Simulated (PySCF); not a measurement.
Excitations are Tamm–Dancoff values on a coarser integration grid. The basis has no diffuse functions, so Rydberg states are missing or too high.

Cartesian coordinates (Å):
```xyz
18

C     -0.9437     2.6615     0.2853
O     -0.1074     1.9955    -0.6292
Sn     0.0734     0.0385    -0.6021
O      0.9750    -0.4461    -2.2810
O      1.1377    -0.7269     0.8639
C      2.5404    -0.6365     0.8735
O     -1.7383    -0.6775    -0.3519
C     -1.9475    -2.0101     0.0463
H     -1.0615     3.7032    -0.0559
H     -1.9506     2.2117     0.3529
H     -0.5133     2.6900     1.3036
H      0.8058     0.2123    -2.9666
H      2.9985    -0.9298    -0.0885
H      2.9221    -1.3204     1.6494
H      2.8938     0.3816     1.1226
H     -2.9989    -2.1104     0.3627
H     -1.7776    -2.7252    -0.7802
H     -1.3079    -2.3113     0.8952
```
Charge 0, multiplicity 1.

Question: What is the computed dipole moment, T1 excitation (TDA), HOMO, HOMO–LUMO gap and brightest of the four lowest singlets (TDA) (PySCF with PBE0-D4/def2-TZVP // PBE0-D4/def2-SVP)?

Answer: 
```yaml
dipole_moment: 0.49 D
T1 excitation (TDA): 4.41 eV
HOMO: -7.97 eV
HOMO–LUMO gap: 6.27 eV
brightest of the four lowest singlets (TDA): 5.57 eV
```
